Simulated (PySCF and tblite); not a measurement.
Values are calculated unless marked as measured or tabulated.
System: C₃H₁₀S₂Si, numbered as in [CH3:1][CH:2]([CH3:3])[S:4][S:5][SiH3:6].

For the rotation about the C2–S4 bond (torsion C1–C2–S4–S5 from 63° to 193°, rising): electronic barrier 3.32 kcal/mol, zero-point change -0.11 kcal/mol, thermal and entropy terms at 200 K a further 0.29 kcal/mol (symmetry numbers apart). The minimum is C1, the saddle C1. Level: PBE0/pcSseg-1 + D3(BJ) on GFN2-xTB stationary points, with GFN2-xTB thermal terms. Rate constants are transition-state-theory values, counting equivalent paths, without tunnelling. (PySCF 2.14 with density fitting, tblite 0.8.)

Question: How many equivalent paths lead out of the minimum?

Answer: 1: the symmetry number of the minimum is 1, that of the saddle displaced along its mode 1.

Question: Work out the rate at 200 K.

Answer: ΔG‡ = 3.50 kcal/mol; k_B T/h = 4.2×10¹² s⁻¹; exp(−ΔG‡/RT) = 0.00015; times 1 gives k = 6.3×10⁸ s⁻¹. Wigner's tunnelling factor for the 49i cm⁻¹ mode would be 1.00.
